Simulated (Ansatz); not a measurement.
Two isomers of C2H6OSi: A = `CC[Si]O`, B = `CC1O[SiH2]1`.

Computed with Ansatz on PBE0-D4/def2-TZVP structures; ΔE is electronic, products minus reactants. CBS: MP2 limit from def2 TZ/QZ plus the TZ coupled-cluster correction, frozen cores. Functionals use def2-TZVPP. Each species was taken in one conformer, which may not be the lowest.

A:

```xyz
10

C    -0.058    0.533   -0.842
C    -0.661    0.322    0.539
Si    0.073   -1.015    1.696
O     1.285   -1.653    0.769
H    -0.119   -0.374   -1.452
H    -0.567    1.322   -1.402
H     0.996    0.823   -0.782
H    -0.641    1.255    1.123
H    -1.733    0.084    0.467
H     1.426   -1.297   -0.115
```

B:

```xyz
10

C    -0.5149   -1.1533   -0.5819
C    -0.1881    0.3028   -0.4500
O    -0.8325    0.9627    0.7049
Si    0.8210    1.0319    0.8658
H    -0.3040   -1.6996    0.3398
H     0.0740   -1.5995   -1.3872
H    -1.5749   -1.2883   -0.8192
H    -0.3486    0.8799   -1.3617
H     1.4477    2.3687    0.7602
H     1.4204    0.1947    1.9292
```

Problem. Which is lower in electronic energy at CCSD(T)/CBS, and by how much? (An estimate is asked.)

Solution. Computed: A, by 19.0 kcal/mol.

Problem. Give E(B) − E(A) in kcal/mol with B2PLYP, r2SCAN-D4, ωB97M-V, CCSD(T)/def2-SVP, PBE-D4, MP2/def2-TZVPP, LDA (SPW92). (Estimate.)

Solution. Computed: B2PLYP 18.2, r2SCAN-D4 14.5, ωB97M-V 20.3, CCSD(T)/def2-SVP 19.5, PBE-D4 17.0, MP2/def2-TZVPP 17.2, LDA (SPW92) 16.7. None reverses the order clearly.

Problem. Does the order hold for the free energy at 298.15 K (harmonic terms from PBE0-D4)? (An estimate is asked.)

Solution. Computed: Yes: G(B) − G(A) = +17.6 kcal/mol, for one conformer each.

Largest T1 diagnostic: 0.013.

From r2SCAN to r2SCAN0 (25 % exact exchange), in def2-TZVPP and without D4, E(B) − E(A) moves by +1.4 kcal/mol. Leaving LDA and LC-ωPBE aside and taking each functional with its dispersion term where it has one, the values spread over 5.8 kcal/mol, from r2SCAN-D4 to ωB97M-V.
